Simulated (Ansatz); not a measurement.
CdMeF (CH₃CdF), relaxed as a singlet with RKS PBE0-D4/def2-TZVP in Ansatz, starting from the GFN1-xTB geometry. Force threshold 0.02 eV/Å.

In the def2 sets Cd takes a core potential; there is no spin–orbit coupling.

Start:

Cartesian coordinates in Å:
```
Cd -1.1558 0.5321 -0.0439
C 0.7742 -0.3439 0.0274
H 1.5290 0.4368 0.0435
H 0.9196 -0.9684 -0.8488
H 0.8633 -0.9514 0.9232
F -2.9303 1.2948 -0.1014
```

```csv
step,energy (eV),largest force component (eV/Å),SCF passes
1,-8365.9060,0.827,16
2,-8365.9196,0.112,21
3,-8365.9201,0.031,22
4,-8365.9202,0.004,23
```

Force components are those of the run's own axes.

End:

```xyz
6

Cd   -1.136    0.507   -0.040
C     0.762   -0.339    0.027
H     1.515    0.448    0.043
H     0.914   -0.966   -0.852
H     0.859   -0.949    0.925
F    -2.914    1.299   -0.103
```

By distances, no bond broke or formed. The bond that changes most is Cd1–C2, from 2.12 to 2.08 Å (atoms count from 1).

No frequencies were taken in this run, so the end may be a saddle point.

Run time 3.7 s (4 threads of Arm Neoverse V1 on a shared host).
